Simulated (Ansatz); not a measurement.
Gas-phase electronic energies from Ansatz, PBE0-D4/def2-TZVP geometries. CCSD(T)/CBS is the MP2 limit (def2-TZVPP, def2-QZVPP) plus CCSD(T) − MP2 in def2-TZVPP, frozen cores. DFT in def2-TZVPP. Elements past krypton have def2 core potentials. For In, Se outer-core shells are correlated without core-valence functions, which leaves a few kJ/mol of doubt a bond. Scalar relativity is left out up to krypton. One conformer a species, not always the lowest.

Consider the redistribution: `[OH][InH][CH2][SiH3]` + `ClB(Cl)[SeH]` → `[OH][InH][B](Cl)Cl` + `[SiH3]C[SeH]`.

`[OH][InH][CH2][SiH3]`:

Z-matrix (Å, degrees):
```
C
In 1 2.154
Si 1 1.861 2 112.6
H 1 1.095 2 106.6 3 -120.1
H 1 1.092 2 108.9 3 123.9
O 2 1.994 1 113.4 3 47.2
H 2 1.706 1 133.8 3 -133.0
H 3 1.490 1 109.9 2 -59.7
H 3 1.489 1 112.9 2 179.8
H 3 1.490 1 110.4 2 58.9
H 6 0.960 2 113.3 1 -2.4
```

`ClB(Cl)[SeH]`:

```xyz
5

Cl    0.076    1.565   -0.948
B    -0.479    0.216    0.007
Cl   -2.146    0.143    0.520
Se    0.676   -1.232    0.539
H     1.872   -0.691   -0.118
```

`[OH][InH][B](Cl)Cl`:

```xyz
7

O     2.181    0.351   -0.194
In    0.297    0.462   -0.841
B    -1.259   -0.420    0.541
Cl   -1.693   -2.110    0.451
Cl   -2.054    0.560    1.748
H     2.274   -0.075    0.660
H     0.254    1.233   -2.366
```

`[SiH3]C[SeH]`:

Cartesian coordinates in Å:
```
Si 0.699 -0.442 -0.708
C -0.878 -0.134 0.257
Se -0.875 1.644 1.074
H 0.814 0.543 -1.811
H 0.702 -1.820 -1.275
H 1.865 -0.301 0.204
H -1.736 -0.129 -0.420
H -1.060 -0.888 1.023
H 0.470 1.528 1.656
```

CCSD(T)/CBS gives +113.3 kJ/mol.

(1) Another level gave +105.9 kJ/mol. Which?
A. LDA (SPW92)/def2-TZVPP
B. BLYP/def2-TZVPP
C. MP2/def2-TZVPP
D. revPBE-D4/def2-TZVPP

(2) What do rigid-rotor, harmonic-oscillator terms from PBE0-D4/def2-TZVP frequencies (298.15 K, 1 bar) make of the CCSD(T)/CBS value? (An estimate is asked.)

Largest T1 diagnostic among the species: 0.016.

## Answers

(1) D. revPBE-D4 105.9, LDA (SPW92) 112.9, MP2/def2-TZVPP 119.8, BLYP 99.9 kJ/mol.

(2) Ansatz gave: ΔZPE = +0.4 kJ/mol, ΔH = +114.8 kJ/mol, ΔS = 10 J/(mol·K), ΔG = +112.0 kJ/mol. Modes under 50 cm⁻¹ make the entropy rough.

At CCSD(T), def2-SVP lies +5.5 kJ/mol from the extrapolated value and def2-TZVPP −2.5 kJ/mol. From PBE to PBE0 (25 % exact exchange), in def2-TZVPP and without D4, ΔE moves by +3.5 kJ/mol. In def2-TZVPP, CCSD(T) changes the Hartree–Fock value by +6.2 kJ/mol (the triples alone add +1.3 kJ/mol) and MP2 by +15.2 kJ/mol.
